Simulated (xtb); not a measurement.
C2H5 (SMILES [CH2-]C), charge -1, singlet, at a GFN2-xTB geometry; GFN2-xTB (xtb 6.7.1).

Here is a job for xtb.
```
$ xtb mol.xyz --gfn 2 --chrg -1 --grad --json

# file mol.xyz
7

C     -0.01030605     0.12039198     0.84239216
C      0.00777321     0.03042594    -0.68103923
H     -0.90060325    -0.50218287     1.18466735
H      0.87721669    -0.49440679     1.20530634
H      0.01788960    -0.99414568    -1.16642992
H     -0.87309007     0.53904978    -1.10608662
H      0.89378407     0.54677798    -1.08557470
```

**Question.** Write the output that xtb gives for this input, abridged.

**Answer.** 
```
   ID    Z sym.   atoms
    1    6 C      1, 2
    2    1 H      3-7

           -------------------------------------------------
          |                Calculation Setup                |
           -------------------------------------------------

           -------------------------------------------------
          |                 G F N 2 - x T B                 |
           -------------------------------------------------

          ...................................................
          :                      SETUP                      :
          :.................................................:
          :  # basis functions                  13          :
          :  # atomic orbitals                  13          :
          :  # shells                            9          :
          :  # electrons                        14          :
          :  max. iterations                   250          :
          :  Hamiltonian                  GFN2-xTB          :
          :  restarted?                      false          :
          :  GBSA solvation                  false          :
          :  PC potential                    false          :
          :  electronic temp.          300.0000000     K    :
          :  accuracy                    1.0000000          :
          :  -> integral cutoff          0.2500000E+02      :
          :  -> integral neglect         0.1000000E-07      :
          :  -> SCF convergence          0.1000000E-05 Eh   :
          :  -> wf. convergence          0.1000000E-03 e    :
          :  Broyden damping             0.4000000          :
          :  net charge                         -1          :
          :  unpaired electrons                  0          :
          ...................................................

 iter      E             dE          RMSdq      gap      omega  full diag
   1     -6.8965725 -0.689657E+01  0.466E+00   10.65       0.0  T
   2     -6.9686219 -0.720494E-01  0.235E+00    9.42       1.0  T
   3     -6.9700096 -0.138769E-02  0.123E+00    9.63       1.0  T
   4     -6.9701650 -0.155370E-03  0.250E-01    9.52       1.0  T
   5     -6.9701879 -0.229099E-04  0.816E-02    9.51       1.0  T
   6     -6.9701886 -0.720605E-06  0.159E-02    9.52       2.4  T
   7     -6.9701890 -0.426846E-06  0.691E-03    9.52       5.5  T
   8     -6.9701891 -0.860295E-07  0.676E-04    9.52      55.9  T
   9     -6.9701891 -0.279257E-09  0.295E-04    9.52     128.0  T

   *** convergence criteria satisfied after 9 iterations ***

         :::::::::::::::::::::::::::::::::::::::::::::::::::::
         ::                     SUMMARY                     ::
         :::::::::::::::::::::::::::::::::::::::::::::::::::::
         :: total energy              -6.890423213376 Eh    ::
         :: gradient norm              0.000019491812 Eh/a0 ::
         :: HOMO-LUMO gap              9.521755919534 eV    ::
         ::.................................................::
         :: SCC energy                -6.970189001959 Eh    ::
         :: -> isotropic ES            0.147274456226 Eh    ::
         :: -> anisotropic ES          0.007398639702 Eh    ::
         :: -> anisotropic XC          0.002770663199 Eh    ::
         :: -> dispersion             -0.003260810925 Eh    ::
         :: repulsion energy           0.079765788583 Eh    ::
         :: add. restraining           0.000000000000 Eh    ::
         :: total charge              -1.000000000000 e     ::
         :::::::::::::::::::::::::::::::::::::::::::::::::::::

           -------------------------------------------------
          |                Property Printout                |
           -------------------------------------------------

    * Orbital Energies and Occupations

         #    Occupation            Energy/Eh            Energy/eV
      -------------------------------------------------------------
         1        2.0000           -0.3510084              -9.5514
         2        2.0000           -0.2644943              -7.1973
         3        2.0000           -0.2498435              -6.7986
         4        2.0000           -0.2465101              -6.7079
         5        2.0000           -0.1664938              -4.5305
         6        2.0000           -0.1483151              -4.0359
         7        2.0000           -0.0156708              -0.4264 (HOMO)
         8                          0.3342473               9.0953 (LUMO)
         9                          0.3696979              10.0600
        10                          0.3842795              10.4568
        11                          0.4444554              12.0942
        12                          0.4615519              12.5595
        13                          0.4732759              12.8785
      -------------------------------------------------------------
                  HL-Gap            0.3499181 Eh            9.5218 eV
             Fermi-level            0.1592882 Eh            4.3345 eV

     #   Z          covCN         q      C6AA      α(0)
     1   6 C        2.805    -0.328    37.262    10.001
     2   6 C        3.737    -0.016    20.942     6.530
     3   1 H        0.915    -0.192    10.259     5.010
     4   1 H        0.915    -0.192    10.259     5.010
     5   1 H        0.917    -0.116     6.155     3.880
     6   1 H        0.923    -0.078     4.845     3.442
     7   1 H        0.923    -0.078     4.845     3.442

 Mol. C6AA /au·bohr⁶  :        573.278453
 Mol. C8AA /au·bohr⁸  :      10715.226272
 Mol. α(0) /au        :         37.315070

Wiberg/Mayer (AO) data.
largest (>0.10) Wiberg bond orders for each atom

 ---------------------------------------------------------------------------
     #   Z sym  total        # sym  WBO       # sym  WBO       # sym  WBO
 ---------------------------------------------------------------------------
     1   6 C    2.942 --     2 C    1.002     4 H    0.951     3 H    0.951
     2   6 C    3.920 --     1 C    1.002     6 H    0.983     7 H    0.983
                             5 H    0.950
     3   1 H    0.963 --     1 C    0.951
     4   1 H    0.963 --     1 C    0.951
     5   1 H    0.987 --     2 C    0.950
     6   1 H    0.994 --     2 C    0.983
     7   1 H    0.994 --     2 C    0.983
 ---------------------------------------------------------------------------

Topologies differ in total number of bonds
Writing topology from bond orders to xtbtopo.mol

molecular dipole:
                 x           y           z       tot (Debye)
 q only:        0.008       0.345      -0.792
   full:        0.016      -0.256      -1.242       3.224
molecular quadrupole (traceless):
                xx          xy          yy          xz          yz          zz
 q only:        0.970      -0.013       1.854       0.040       0.827      -2.824
  q+dip:        1.571       0.009       1.799       0.061      -0.878      -3.370
   full:        1.823       0.015       1.342       0.063      -1.087      -3.165

           -------------------------------------------------
          | TOTAL ENERGY               -6.890423213376 Eh   |
          | GRADIENT NORM               0.000019491812 Eh/α |
          | HOMO-LUMO GAP               9.521755919534 eV   |
           -------------------------------------------------

normal termination of xtb
```
